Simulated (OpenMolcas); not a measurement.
O+: CASPT2 settings compared

```yaml
Program: OpenMolcas
Basis: ANO-RCC-VQZP [5s4p3d2f1g]
Scalar_Hamiltonian: DKH2, point nucleus
Active_space: 3 electrons in 3 orbitals (2p)
State_averaging: 2S+1 = 4 odd, 1 root; 2S+1 = 2 odd, 8 roots
Spin-orbit_coupling: state interaction with AMFI integrals over the reference wave functions, term energies averaged over their components
```

Methods on the same reference wave functions:
A. CASSCF
B. SS-CASPT2, IPEA 0 Eh, imaginary shift 0.5 Eh (closed shells correlated: 1s 2s)
C. SS-CASPT2, IPEA 0.6 Eh, sigma2 regulariser 0.25 Eh (closed shells correlated: 1s 2s)
D. SS-CASPT2, IPEA 0.3 Eh, real shift 0.05 Eh (closed shells correlated: 1s 2s)

Energies in cm⁻¹ above 2s² 2p³ ⁴S°_3/2, the measured ground level; measured values from NIST Handbook of Basic Atomic Spectroscopic Data.

```csv
Level,A,B,C,D,Measured
2s² 2p³ ⁴S°_3/2,0.0,0.0,0.0,0.0,0.0
2s² 2p³ ²D°_3/2,30589,27280,26990,27130,26831
2s² 2p³ ²D°_5/2,30591,27280,26990,27140,26811
2s² 2p³ ²P°_1/2,50653,42960,43030,42970,40470
2s² 2p³ ²P°_3/2,50655,42970,43040,42970,40468
```

Deviations, from unrounded energies. A percentage is the sum of absolute deviations over the sum of measured energies, with the sign that they share, or ± where signs differ.

| Against measurement | Levels | A | B | C | D |
| --- | --- | --- | --- | --- | --- |
| mean absolute deviation (cm-1) | 4 | 7000 | 1500 | 1400 | 1400 |
| other terms of the ground configuration (%) | 4 | +20.7 | +4.4 | +4.1 | +4.2 |

C, D lie about equally close to measurement and A furthest from it. The largest miss of C in the table is 2s² 2p³ ²P°_3/2, by +2600 cm-1. The ranking rests on the paired levels alone, and a cruder setting can come out closer through cancelling errors.

Among B to D the level of the table that moves most is 2s² 2p³ ²D°_5/2, by 290 cm-1 (lowest in C, highest in B). Moves below CASPT2's spread within the term are not significant.

The two smallest mean deviations differ by little beside CASPT2's spread within terms, so their order carries little weight.

From A to B the spin-free energies of the other terms of 2s² 2p³ shown, above ⁴S°, scale by factors of 0.85 to 0.89.

The lowest spin-free term lies below A's lowest term by 0.133 hartree in B, 0.120 hartree in C, 0.126 hartree in D.

Term energies are means over components that CASPT2 splits; among the terms shown or strongly mixed into the levels shown the widest spread is 100 cm-1 (2s² 2p³ ²D°, D). With the s shell closed, the reference lacks s² → p² mixing. Without dynamic correlation excited terms often stand tens of per cent too high (terms of higher spin than the ground term too low), and those without a measured partner can miss by more than the paired ones (holds for A). Measured partners are found by configuration, term and J. A level has none where our copy of the source lacks it or the pairing is in doubt (some pairs that miss far off the trend of their configuration count as doubtful), and it then counts in no deviation. Only configurations of the active space appear.

° marks odd parity.
